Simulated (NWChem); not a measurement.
Species: C2H8OSi; SMILES C[SiH2]CO

```xyz
12

C      0.9822     1.5830     0.1354
Si    -0.6161     0.6448    -0.1570
C     -0.4204    -1.1551     0.4147
O      0.6934    -1.6972    -0.2595
H      0.9424     2.5990    -0.2854
H      1.2005     1.6643     1.2115
H      1.8115     1.0381    -0.3411
H     -0.9723     0.6609    -1.6104
H     -1.7540     1.2519     0.6085
H     -0.2945    -1.1656     1.5180
H     -1.3589    -1.7080     0.2041
H      0.8078    -2.6116     0.0176
```
Atoms are numbered in this order, from 1.

Computed with NWChem. Pople sets run with spherical d functions. Structure relaxed at the PBE0/def2-SVP level. Level: M05-2X/6-31G* with SMD (1 M gas to 1 M solution), gas-phase geometry. Reactions with the solvent are ignored.

```
solvent                dielectric constant  solvation free energy (kcal/mol)  cavity-dispersion-structure term (kcal/mol)  dipole in solution (D)
---------------------  -------------------  --------------------------------  -------------------------------------------  ----------------------
water                                 78.4                              -3.3                                          [?]                     [?]
1,4-dioxane                           2.21                              -1.8                                          0.0                    1.87
diethyl ether                         4.24                              -3.7                                         -1.1                    1.97
chlorobenzene                         5.70                              -3.3                                         -0.5                    2.00
N,N-dimethylformamide                 37.2                              -3.3                                          0.1                    2.07
```

Task: Some entries are withheld; supply them.

Result: 
- water, cavity-dispersion-structure term (kcal/mol): 3.9
- water, dipole in solution (D): 2.25
